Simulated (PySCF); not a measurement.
MgFCl, SMILES [F][Mg][Cl].

Geometry: B3LYP-D3(BJ)/def2-TZVP.

Two levels are set side by side: PBE/def2-TZVPD (PySCF) and PBE0/def2-TZVPD (PySCF). Same geometry, gas phase. Differences are taken from unrounded values.

```tsv
quantity	PBE0
orbital gap (eV)	7.25
highest occupied level (eV)	-9.05
lowest empty level (eV)	-1.80
dipole moment (D)	0.06
mean polarisability (bohr³)	33.5
```

**Question.** What does PBE give, and how far is it from PBE0? (The exact figures need the calculation; the answer reports its results.)

**Answer.** 
```csv
quantity,PBE,PBE minus PBE0
orbital gap (eV),5.13,-2.12
highest occupied level (eV),-7.68,1.37
lowest empty level (eV),-2.55,-0.74
dipole moment (D),0.07,0.01
mean polarisability (bohr³),36.6,3.1
```

Without exact exchange PBE keeps part of each electron's self-repulsion, which lifts occupied levels and narrows the gap. PBE's more diffuse valence density responds more strongly to a field. Differences between two approximate levels are no errors against the true value.

Rough cost on one machine, each run with all the roots and properties that it gave: PBE0 against PBE within a factor of 2.
